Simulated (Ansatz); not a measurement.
HfFH3, SMILES [HfH3][F], multiplicity 1.

Geometry: r2SCAN-D4/def2-TZVP. The multiplicity is an assumed one; no other spin state was optimised. The structure was generated by enumeration; whether it is a known compound was not checked. The def2 effective core potentials stand for the cores of Hf; spin–orbit coupling is left out.

Two levels are set side by side: PBE/def2-TZVPD (Ansatz, an electronic-structure program) and ωB97X-V/def2-TZVPD (Ansatz). Energy differences of separate SCF runs at the same geometry; the states with an electron removed or added have multiplicity 2 and 2. Differences are taken from unrounded values.

```tsv
quantity	ωB97X-V	PBE	PBE minus ωB97X-V
vertical ionisation energy (eV)	11.22	10.48	-0.74
vertical singlet–triplet gap (eV)	4.66	3.98	-0.68
```
